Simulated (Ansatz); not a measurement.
`[CH3][InH][Br]` + `FC(I)O[SiH3]` → `[SiH3][O][InH][Br]` + `CC(F)I` at 298.15 K and 1 bar (formal exchange of groups at the In–C bond).

Gas-phase electronic energies from Ansatz, PBE0-D4/def2-TZVP geometries. CCSD(T)/CBS adds triple-zeta CCSD(T) − MP2 to the extrapolated MP2 energy (def2 sets, frozen cores). Elements past krypton have def2 core potentials. For Br, I, In outer-core shells are correlated without core-valence functions, which leaves a few kJ/mol of doubt a bond. Scalar relativity is left out up to krypton. Each species was taken in one conformer, which may not be the lowest.

```json
{"species": "`[CH3][InH][Br]`", "CCSD(T)/CBS energy (Eh)": "-2803.63750", "H − E (kJ/mol)": "129.0", "S (J/(mol·K))": "347.0"}
{"species": "`FC(I)O[SiH3]`", "CCSD(T)/CBS energy (Eh)": "-801.95996", "H − E (kJ/mol)": "151.6", "S (J/(mol·K))": "364.9"}
{"species": "`[SiH3][O][InH][Br]`", "CCSD(T)/CBS energy (Eh)": "-3129.89321", "H − E (kJ/mol)": "116.7", "S (J/(mol·K))": "392.9"}
{"species": "`CC(F)I`", "CCSD(T)/CBS energy (Eh)": "-475.73937", "H − E (kJ/mol)": "167.3", "S (J/(mol·K))": "312.8"}
```

H − E and S are ideal-gas, rigid-rotor, harmonic terms from PBE0-D4/def2-TZVP, for one conformer and one mirror image of each species. 1 Eh = 2625.50 kJ/mol, R = 8.31446 J/(mol·K).

Task: By hand: ΔE, ΔH, ΔS and ΔG.

Result: ΔE = (-3129.89321) + (-475.73937) − (-2803.63750) − (-801.95996) = -0.03512 Eh = -92.2 kJ/mol. Δ(H − E) = 116.7 + 167.3 − 129.0 − 151.6 = 3.4, so ΔH = -88.8 kJ/mol. ΔS = 392.9 + 312.8 − 347.0 − 364.9 = -6.2 J/(mol·K). ΔG = -88.8 − 298.15 × (-6.2)/1000 = -87.0 kJ/mol.

Task: By hand: the equilibrium constant, and the temperature at which ΔG would vanish if ΔH and ΔS stayed fixed.

Result: log₁₀ K = −ΔG/(RT ln 10) = 15.2. ΔG = 0 at ΔH/ΔS = 14323 K, far beyond where these terms or the molecules hold.

The number of gas molecules stays the same, so ΔS is small and ΔH decides. A doubt of 5 kJ/mol in ΔE shifts log₁₀ K by 0.9 here. Other conformers and mirror images would add mixing entropy, several J/(mol·K) or more a flexible species. Modes under 60 cm⁻¹, often nearly free rotors, make the harmonic entropy too high. These are equilibria of isolated gas molecules and say nothing of rates. Largest T1 diagnostic: 0.013 (customary marks: 0.02 for closed shells, 0.045 for open ones).
